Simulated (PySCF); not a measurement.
# Vibration and rotation of SnTe

RHF-CCSD(T) constants of SnTe, ¹Σ⁺ (singlet), closed shell (Sn def2-SVP with ECP28, Te def2-SVP with ECP28; scalar-relativistic core potentials (PySCF 2.14); masses 119.9022 and 129.9062 u):

```
ωe              : 252.9 cm⁻¹
ωexe            : 0.449 cm⁻¹
Be              : 0.040867 cm⁻¹
αe              : 9.22e-05 cm⁻¹
D (centrifugal) : 4.27e-09 cm⁻¹
De to Sn + Te   : 3.61 eV
```

Task: Give the band origin of the fundamental and the first lines of its P and R branches.

Result: ν0 = ωe − 2ωexe = 252.0 cm⁻¹, B0 = 0.040821, B1 = 0.040729 cm⁻¹.

```json
{"J″": "0", "P(J″) − ν0": "", "R(J″) − ν0": "0.081"}
{"J″": "1", "P(J″) − ν0": "-0.082", "R(J″) − ν0": "0.163"}
{"J″": "2", "P(J″) − ν0": "-0.163", "R(J″) − ν0": "0.244"}
{"J″": "3", "P(J″) − ν0": "-0.245", "R(J″) − ν0": "0.325"}
{"J″": "4", "P(J″) − ν0": "-0.328", "R(J″) − ν0": "0.405"}
{"J″": "5", "P(J″) − ν0": "-0.410", "R(J″) − ν0": "0.486"}
{"J″": "6", "P(J″) − ν0": "-0.493", "R(J″) − ν0": "0.566"}
```

Task: Near which J would the R branch turn back, without centrifugal distortion?

Result: At J ≈ (B0 + B1)/(2(B0 − B1)) − 1 ≈ 440.

Correlated steps freeze 8 core orbitals. Correlated levels converge slowly with the basis: in double zeta they bind strong bonds too weakly, by up to about 1 eV, and carry superposition errors of some tenths. These are scalar-relativistic numbers at best; spin–orbit coupling would shift them, the dissociation energy most. Where the molecule has an RHF reference, its open-shell atoms are computed with UHF. The CCSD T1 diagnostic is raised, a sign that a single reference may not be enough here.
